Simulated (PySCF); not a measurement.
**Polarisability and C₆ of Pt- (platinum, charge -1)**

[Xe] 4f14 5d9 6s2, 2D determinant. Computed with PySCF 2.14 in aug-cc-pwCVDZ-PP with ECP60MDF, with a scalar-relativistic core potential. Coupled (time-dependent) response in atomic units; α is the mean over directions. A double-zeta set is small for polarisabilities.

```tsv
method	mean α (bohr³)	α xx, yy, zz	C₆ (like pair)	S(−4)
r2SCAN0	126.3	126.2, 126.2, 126.5	1694	9740
```

S(−4) is the Cauchy moment in α(ω) = α(0) + S(−4) ω² + …

Spin-orbit coupling is absent.

α(iu) at r2SCAN0:

```tsv
u (hartree)	α(iu) (bohr³)
0	126.3
0.0500	107.0
0.100	77.57
0.200	42.73
0.300	27.41
0.500	15.39
0.750	9.951
1.00	7.306
1.50	4.542
2.00	3.095
3.00	1.682
5.00	0.7095
```

A single London oscillator, α(iu) = α/(1 + u²/ω²), gives C₆ = (3/4) ω α². Matching the computed C₆ needs ω = 4 × 1694 / (3 × 126.3²) = 0.142 hartree.

For an ion, C₆ is the dispersion term alone; charge-induced terms of lower order in 1/R come first.

The components differ because the open shell of this determinant is not spherical; for a pure term their mean is the scalar polarisability.

Energies and moments cover only the electrons outside the core potential. Spin-orbit coupling, absent here, splits the open shell strongly. The outer electron is barely bound at this level, so radii and moments hang on the diffuse functions.
